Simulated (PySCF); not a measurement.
Method: PBE in PySCF with Zr def2-TZVP with ECP28, Cl def2-TZVP; scalar-relativistic core potentials, no spin–orbit coupling; density-fitted integrals. Open shells, if any, are unrestricted.

**Question.** What shape and geometry does isolated singlet ZrCl₄ take (every ligand bound to Zr)?

**Answer.** Formally Zr is in oxidation state +4, d0. The polar-tensor charge on Zr, 2.10, is far below the formal one. The lowest minimum found is a singlet of Td symmetry with Zr–Cl 2.331 Å (×4); Cl–Zr–Cl 109.5° (×6). Its harmonic wavenumbers are 98 (e), 106 (t2), 369 (a1), 420 (t2) cm⁻¹ and its dipole moment is 0.00 D.

This need not be the most stable arrangement of these atoms.
